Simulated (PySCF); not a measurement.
How methods differ on the ionisation energy of Cu

Cu [Ar] 3d10 4s1 (2S) → Cu⁺ [Ar] 3d10 (1S), as a difference of total energies. Calculation: PySCF 2.14, in x2c-SVPall; the spin-free X2C one-electron Hamiltonian (Gaussian nucleus). Correlated levels: valence: [Ar] frozen. The calculations carry no spin-orbit coupling.

```
           method  ionisation energy (eV)  error (eV)
              UHF                   6.561      -1.165
              PBE                   8.257      +0.531
              LDA                   8.493      +0.767
    MP2 (valence)                   7.149      -0.577
SCS-MP2 (valence)                   7.070      -0.656
   CCSD (valence)                   7.080      -0.646
CCSD(T) (valence)                   7.185      -0.541
```

Reference: 7.726 eV (measured; NIST Atomic Spectra Database, ionization energies).

Errors of the correlated levels include the incompleteness of this basis and the frozen core.
